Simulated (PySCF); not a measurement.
C₄H₄F₃O (doublet state).
Numbering: `[F:1]/[CH:2]=[CH:3]\[O:4][C:5]([F:6])[CH2:7][F:8]` (hydrogens: H9 on C2; H10 on C3; H11, H12 on C7)

Cartesian coordinates in Å at the GFN2-xTB level; atoms count from 1:
```
atom  x, y, z in Å
F1    -2.5150    1.0990    1.4320
C2    -2.5411    0.2219    0.4213
C3    -1.4282   -0.2626   -0.1422
O4    -0.2011    0.1059    0.2709
C5     0.9139   -0.4273   -0.2336
F6     0.7753   -1.0855   -1.4143
C7     2.2058    0.2546    0.0160
F8     3.0022   -0.4747    0.8845
H9    -3.5362   -0.0451    0.1097
H10   -1.5061   -0.9616   -0.9633
H11    2.7874    0.3518   -0.9079
H12    2.0443    1.2229    0.5009
```

The hyperfine couplings belong to this conformer and change with its torsions.

The calculation used PySCF 2.14.0, UKS B3LYP, pcH-1 on C F H O, non-relativistic, mean-field spin-orbit, GIAO. The structure is a single GFN2-xTB conformer in the gas phase; no vibrational or solvent corrections. The geometry wasn't refined by DFT: couplings that depend on bond lengths, twists or pyramidal angles can differ widely from those at the functional's own minimum. Stability of the SCF solution: not tested.

Task: Give the principal g shifts and their parts.

Result: 
```json
{"Δg (ppm)": "relativistic mass correction", "1": "-244", "2": "-244", "3": "-244"}
{"Δg (ppm)": "gauge correction", "1": "25", "2": "67", "3": "39"}
{"Δg (ppm)": "orbital Zeeman/spin–orbit", "1": "-349", "2": "1067", "3": "2599"}
{"Δg (ppm)": "total", "1": "-568", "2": "889", "3": "2394"}
```

So g = 2.00175, 2.00321, 2.00471 and g_iso = 2.00322; the tensor is rhombic: the two nearest values differ by 49 % of g3 − g1. Axes: g2 points within 14° of the F1–C2 bond and g3 points within 12° of the C2–H9 bond.

Task: What are the electron Larmor frequencies g μB B/h along the three axes at 330 mT?

Result: 9.2456, 9.2523, 9.2593 GHz for g1, g2 and g3, a range of 13.7 MHz.

Task: At 9.686 GHz, how far is the centre of the isotropic spectrum from where a free electron (g = 2.002319) resonates?

Result: B = hν/(g μB) with μB/h = 13.99624 MHz/mT gives 345.62 mT for the free electron and 345.46 mT at g_iso, 0.16 mT lower.

Task: In a frozen sample, at which fields do the three g values resonate at 9.5, 34, 94 and 263 GHz (hyperfine left aside), and which band first spreads them over more than twice a line width of 1.0 mT?

Result: 
```tsv
band	GHz	B(g3) mT	B(g2) mT	B(g1) mT	spread mT
X	9.5	338.58	338.83	339.08	0.50
Q	34.0	1211.76	1212.67	1213.55	1.79
W	94.0	3350.15	3352.66	3355.11	4.96
J	263.0	9373.29	9380.33	9387.16	13.87
```

The spread grows in proportion to the frequency. W band is the first where it exceeds 2.0 mT.

Largest spin populations (Mulliken): C5 (+0.78), C2 (+0.12), O4 (+0.08) and C3 (-0.07). No atom but C5 exceeds +0.15. The positive populations add up to 1.10 and the negative ones to -0.10, together 2S = 1. The angles at C5 add up to 351.9°, so it is slightly pyramidal.

The HOMO–LUMO gaps are 5.42 eV among the α and 5.29 eV among the β orbitals.
